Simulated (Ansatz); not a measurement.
# Ligand exchange: C3H10Sn + C3H6Ge → C2H8Sn + C4H8Ge

Species: C3H10Sn `C[CH](C)[SnH3]`, singlet; C3H6Ge `C#[C][GeH2][CH3]`, singlet; C2H8Sn `C[CH2][SnH3]`, singlet; C4H8Ge `C#[C][GeH]([CH3])[CH3]`, singlet. The partners trade CH3 for H: C–CH3 and Ge–H bonds give way to C–H and Ge–CH3.

Shapes, held fixed at every level: PBE0-D4/def2-TZVP. Programs: Ansatz 0.2.0. Electronic energies: no zero-point or thermal term.

```csv
level,kind,ΔE (kJ/mol),less CCSD(T)/def2-TZVPP
HF/def2-TZVPP,Hartree–Fock,-40.1,-1.1
B3LYP-D4/def2-TZVPP,global hybrid,-37.3,+1.7
wB97X-V/def2-TZVPP,range-separated hybrid,-36.7,+2.3
B2PLYP/def2-TZVPP,double hybrid,-40.0,-1.0
MP2/def2-TZVPP,perturbation theory,-40.3,-1.3
CCSD/def2-TZVPP,coupled cluster or CI,-39.5,-0.5
CCSD(T)/def2-TZVPP,coupled cluster or CI,-39.0,0.0
```

The highest level, CCSD(T)/def2-TZVPP, gives ΔE = -39.0 kJ/mol; the levels span -40.3 to -36.7. The column of differences is taken from that level and isn't an error. No measured value is set beside it here. For atoms past krypton def2 sets carry core potentials with scalar relativity. Relativity is left out for Ge unless named. Correlated rows may include outer-core shells of Ge, Sn, which these sets cover unevenly.
